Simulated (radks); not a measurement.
The numbers below are computed, except where a source is named.
Question: Ag I, configuration [Kr] 4d10 5s1. Code: a radial shooting solver on a logarithmic mesh with Libxc functionals. Model: scalar-relativistic Kohn-Sham, SCAN, spin-unpolarised, spherical densities, finite nucleus; meta-GGA in the generalised Kohn-Sham scheme; Fermi nuclear charge, rms radius 4.5454 fm. Some entries of the table are withheld. Estimate them.

orbital,occ.,eigenvalue (eV),<1/r> (bohr^-1),<r> (bohr)
1s,2,(1),49.43,0.03111
2s,2,-3751.952,11.25,0.1348
2p,6,-3361.863,10.85,0.1177
3s,2,-694.0450,3.957,0.3676
3p,6,-564.7288,(2),0.3670
3d,10,-361.7605,(3),0.3458
4s,2,-97.9593,(4),0.9148
4p,6,-60.4766,1.350,1.003
4d,10,-7.6847,(5),1.413
5s,1,-4.3955,0.4089,3.133

Answer: 
(1) 1s eigenvalue (eV): -25379.23
(2) 3p <1/r> (bohr^-1): 3.763
(3) 3d <1/r> (bohr^-1): 3.530
(4) 4s <1/r> (bohr^-1): 1.502
(5) 4d <1/r> (bohr^-1): 0.9711
